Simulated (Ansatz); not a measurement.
Consider the isomerisation: `O[SiH2]C(O)O` → `OCO[SiH2]O`.

Program: Ansatz. Geometries: PBE0-D4/def2-TZVP. ΔE: electronic, gas phase. CCSD(T)/CBS is the MP2 limit (def2-TZVPP, def2-QZVPP) plus CCSD(T) − MP2 in def2-TZVPP, frozen cores. DFT in def2-TZVPP. Each species was taken in one conformer, which may not be the lowest.

`O[SiH2]C(O)O`:

Z-matrix (Å, degrees):
```
Si
C 1 1.902
O 1 1.653 2 106.1
H 1 1.481 2 110.3 3 -114.6
H 1 1.487 2 110.7 3 122.0
O 2 1.407 1 111.0 3 54.0
O 2 1.411 1 105.4 3 -67.2
H 2 1.097 1 113.4 3 171.5
H 3 0.960 1 115.6 2 68.1
H 6 0.964 2 108.1 1 -46.0
H 7 0.964 2 108.2 1 177.4
```

`OCO[SiH2]O`:

Cartesian coordinates in Å:
```
O -0.506 -0.454 1.595
C -0.879 0.657 0.829
O -0.766 0.415 -0.542
Si 0.694 0.055 -1.226
O 1.215 -1.460 -0.891
H -1.153 -1.150 1.446
H -1.918 0.945 1.019
H -0.209 1.465 1.141
H 1.667 1.064 -0.725
H 0.497 0.114 -2.686
H 1.357 -1.651 0.039
```

| species | PBE energy (Eh) |
| --- | --- |
| `O[SiH2]C(O)O` | -556.60000 |
| `OCO[SiH2]O` | -556.64476 |

**Question.** Work out ΔE.

**Answer.** ΔE = (-556.64476) − (-556.60000) = -0.04476 Eh = -28.1 kcal/mol. CCSD(T)/CBS gives -31.5 kcal/mol.

Largest T1 diagnostic among the species: 0.012.

In def2-TZVPP, CCSD(T) changes the Hartree–Fock value by +4.2 kcal/mol (the triples alone add +0.5 kcal/mol) and MP2 by +3.4 kcal/mol. From PBE to PBE0 (25 % exact exchange), in def2-TZVPP and without D4, ΔE moves by −1.7 kcal/mol.
